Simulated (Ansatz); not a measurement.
Relaxation of F3H2HfN (7 atoms, charge 0, multiplicity 1), to a largest force component of 0.02 eV/Å in at most 40 steps.

Theory: Ansatz 0.2.0, RKS PBE-D4/def2-SVP.

```xyz
7
Properties=species:S:1:pos:R:3:forces:R:3
Hf 0.000 0.000 0.000 -0.46 -1.02 -0.11
F 0.000 0.000 1.980 -0.08 -0.06 -1.62
F 1.867 0.000 -0.659 -1.47 0.04 0.39
F -0.933 1.616 -0.659 0.73 -1.17 0.41
N -1.041 -1.803 -0.736 1.12 1.92 0.81
H -1.576 -2.420 -0.059 0.57 0.46 -1.42
H -1.006 -2.053 -1.766 -0.41 -0.17 1.53
```

Q: Where does it end, and by what steps?

A: The forces met the threshold. After 5 steps the energy has fallen by 0.545 eV; N5 moved furthest, 0.15 Å.

```tsv
step	energy less start (eV)	largest force component (eV/Å)	accepted
0	0.0000	1.921	yes
1	-0.3063	2.811	yes
2	-0.5365	0.314	yes
3	-0.5437	0.116	yes
4	-0.5440	0.113	yes
5	-0.5447	0.013	yes
```

```xyz
7
Properties=species:S:1:pos:R:3
Hf -0.008 -0.032 0.009
F -0.083 -0.100 1.929
F 1.773 -0.026 -0.724
F -0.900 1.528 -0.688
N -0.961 -1.687 -0.675
H -1.515 -2.335 -0.103
H -0.993 -2.010 -1.648
```

Whether the end is a true minimum wasn't checked by a vibrational analysis.

Time of the run: 26 s on 1 thread of Arm Neoverse V1, with other jobs on the host, peak memory 0.18 GiB.
